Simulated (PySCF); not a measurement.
H2Cl3NTi, singlet, at a GFN2-xTB geometry (such geometries of metal compounds can be far from the true shape). Base run: PBE0/STO-3G in PySCF.

Input for PySCF:
```python
from pyscf import gto, scf, dft

mol = gto.M(
    atom='''
Ti   -0.139371   -0.246005   -0.030698
Cl    1.815466   -0.400736   -0.861508
Cl    0.065581    0.326408    2.013463
Cl   -1.096754    1.401779   -0.990771
N    -1.071315   -1.793225   -0.215426
H    -0.793603   -2.602188   -0.774091
H    -1.974008   -1.999815    0.217317
''',
    basis='sto-3g',
    charge=0,
    spin=0,
    verbose=5,
)

mf = dft.RKS(mol)
mf.xc = 'pbe0'
mf.kernel()
mo_i, mo_e, stable_i, stable_e = mf.stability(internal=True, external=True, return_status=True, nroots=6, tol=1e-6)
print('internally stable:', stable_i, ' externally stable:', stable_e)
if not stable_e:
    umf = mf.to_uhf() if not hasattr(mf, 'xc') else mf.to_uks()
    umf.scf_summary = {}
    umf.kernel(umf.make_rdm1(mo_e, umf.mo_occ))
```

The bond that is stretched is that between atoms 2 and 1. A test that says stable can miss a lower solution.

Variants of this job, named by their change:

```csv
change,ΔE vs base (mEh),<S^2>,HOMO-LUMO gap (eV),stability test says,outcome
base,0.000,0.000,7.73,stable,converged
bond × 1.25,59.420,0.000,6.25,stable,converged
bond × 1.5,150.0,0.000,3.92,stable,converged
bond × 1.8,227.2,0.000,2.08,external instability,converged
bond × 2.2,-,-,-,-,not converged
bond × 3.0,-,-,-,-,not converged
```

Where a bond breaks into two radicals, a solution with restricted orbitals usually stops being the lowest and lies too high; an unrestricted one lies lower at the price of spin contamination, which <S^2> shows.
